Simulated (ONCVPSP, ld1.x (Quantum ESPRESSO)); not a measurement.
## Potentials for C (Z = 6) compared

Generated with ld1.x 7.5 (TM, RRKJ, ultrasoft, PAW), atompaw 4.2 or ONCVPSP 4.0.1. The cutoff is in Ry: for ld1.x and atompaw files where the sum of valence levels is converged to 10 mRy in a Bessel basis, for ONCV files where the hardest occupied wave has 1 mHa per electron of residual kinetic energy. The error is the largest all-electron minus pseudo excitation energy over each file’s own four to seven test configurations (ionisations up to +4, promotions, holes and added fractions of an electron), all of which were solved. The labels leave out finer settings (local radius, basis sizes, second energies), which also bear on the numbers. Spin-polarised tests are not counted. The rows are a selection from randomly drawn settings: files with unsolved tests, undetermined cutoffs or missed reference levels are left out.

A true bound ghost makes a file unfit for plane-wave use even where its test errors are small: the radial tests pick states by their node count and pass the ghost by.

| potential | cutoff (Ry) | largest error (meV) | bound ghosts |
| --- | --- | --- | --- |
| ONCV, PBE, scalar-relativistic, rc 1.20/2.25/2.00 (spd), local smoothed, core correction no, reference 2s1.5 2p2.5, qcut 6.4/4.9/4, projectors 2/1/2 | 32 | +721 | none |
| ONCV, LDA (Perdew-Zunger), scalar-relativistic, rc 1.25/2.25/1.75 (spd), local smoothed, core correction no, reference 2s2 2p1, qcut 5.7/6.9/5.7, projectors 3/2/2 | 41 | +517 | none |
| ONCV, PW91, scalar-relativistic, rc 0.90/3.10 (sp), local s, core correction yes, reference 2s2 2p2, qcut 7.7/4.3, projectors 0/2 | 41 | +2857 | none |
| RRKJ, PBE, non-relativistic, rc 1.25/1.95/1.55 (spd), local d, core correction no, reference 2s2 2p1 | 50 | +429 | none |
| ONCV, PBE, scalar-relativistic, rc 1.15/1.85/1.85 (spd), local s, core correction yes, reference 2s1.5 2p2.5, qcut 7.4/5.9/4.8, projectors 0/2/2 | 41 | +307 | none |
| ultrasoft, LDA (PZ), non-relativistic, rc 1.20/1.65 (sp), local smoothed, core correction yes, reference 2s2 2p2 | 21 | -725 | none |
| ONCV, PBEsol, fully relativistic, rc 1.25/2.50 (sp), local smoothed, core correction no, reference 2s2 2p2, qcut 5.7/5.3, projectors 1/3 | 38 | +1467 | p3/2, p1/2 |

(1) Fill in the row for C: ONCV, LDA (Perdew-Wang 92), non-relativistic, rc 1.05/2.65 (sp), local smoothed, core correction no, reference 2s2 2p2, qcut 6.1/4.9, projectors 3/2.

(2) Fill in the row for C: ONCV, PBE, scalar-relativistic, rc 1.00/1.10 (sp), local smoothed, core correction yes, reference 2s2, qcut 6.2/8.4, projectors 2/2.

## Answers

(1) cutoff 36 Ry, largest error +1785 meV, bound ghosts: none.

(2) cutoff 42 Ry, largest error +154 meV, bound ghosts: none.
